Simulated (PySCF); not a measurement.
# TbH: one state, many levels of theory

State: septet, about 8.2 electrons in the 4f shell (Mulliken), real f orbitals that mix terms. Set-up: Tb x2c-SVPall, H x2c-SVPall; spin-free X2C with a Gaussian nucleus (PySCF 2.14). De refers to Tb (4f9 6s2) + H in their high-spin ground configurations, without counterpoise correction. The functionals are run spin-unrestricted. A positive dipole means Tb(−)H(+).

```json
{"Level": "ROHF", "Re (Å)": "1.994", "ωe (cm⁻¹)": "1488", "De (eV)": "n/a", "μ (D)": "-2.10", "CPU s a point (SCF and correlation, without the integrals)": "8.6"}
{"Level": "ROHF-MP2", "Re (Å)": "1.917", "ωe (cm⁻¹)": "1586", "De (eV)": "n/a", "μ (D)": "n/a", "CPU s a point (SCF and correlation, without the integrals)": "11"}
{"Level": "ROHF-SCS-MP2", "Re (Å)": "1.930", "ωe (cm⁻¹)": "1574", "De (eV)": "n/a", "μ (D)": "n/a", "CPU s a point (SCF and correlation, without the integrals)": "n/a"}
{"Level": "ROHF-CCSD", "Re (Å)": "1.936", "ωe (cm⁻¹)": "1552", "De (eV)": "4.05", "μ (D)": "n/a", "CPU s a point (SCF and correlation, without the integrals)": "n/a"}
{"Level": "ROHF-CCSD(T)", "Re (Å)": "1.935", "ωe (cm⁻¹)": "1546", "De (eV)": "3.83", "μ (D)": "n/a", "CPU s a point (SCF and correlation, without the integrals)": "150"}
{"Level": "PBE", "Re (Å)": "1.960", "ωe (cm⁻¹)": "1350", "De (eV)": "1.45", "μ (D)": "-1.44", "CPU s a point (SCF and correlation, without the integrals)": "3.5"}
{"Level": "r²SCAN", "Re (Å)": "1.977", "ωe (cm⁻¹)": "1377", "De (eV)": "2.58", "μ (D)": "-2.20", "CPU s a point (SCF and correlation, without the integrals)": "13"}
{"Level": "PBE0", "Re (Å)": "1.945", "ωe (cm⁻¹)": "1440", "De (eV)": "2.34", "μ (D)": "-2.02", "CPU s a point (SCF and correlation, without the integrals)": "5.7"}
{"Level": "MN15", "Re (Å)": "1.934", "ωe (cm⁻¹)": "1446", "De (eV)": "2.19", "μ (D)": "-2.21", "CPU s a point (SCF and correlation, without the integrals)": "6.1"}
{"Level": "M06-2X", "Re (Å)": "1.945", "ωe (cm⁻¹)": "1502", "De (eV)": "2.90", "μ (D)": "-1.87", "CPU s a point (SCF and correlation, without the integrals)": "6.1"}
{"Level": "ωB97X", "Re (Å)": "1.975", "ωe (cm⁻¹)": "1399", "De (eV)": "2.25", "μ (D)": "-2.48", "CPU s a point (SCF and correlation, without the integrals)": "8.3"}
```

The bond length runs from 1.917 Å (ROHF-MP2) to 1.994 Å (ROHF). De spans 1.45 eV (PBE, GGA) to 4.05 eV (ROHF-CCSD, coupled cluster).

Correlated steps freeze 18 core orbitals. Correlated levels converge slowly with the basis: in double zeta they bind strong bonds too weakly, by up to about 1 eV, and carry superposition errors of some tenths. Spin–orbit coupling is left out, which matters for elements this heavy, above all for dissociation energies. Counting both spins, an empty level lies below a filled one in some of these solutions, because spin and occupation are held. The state is the lowest single determinant that the PBE0 search found; with open d or f shells the true ground state can be another one.

The whole job (state search and all levels along the bond) took about 21 min on 2 threads of Arm Neoverse V2 (shared host), peak memory 3.1 GiB.
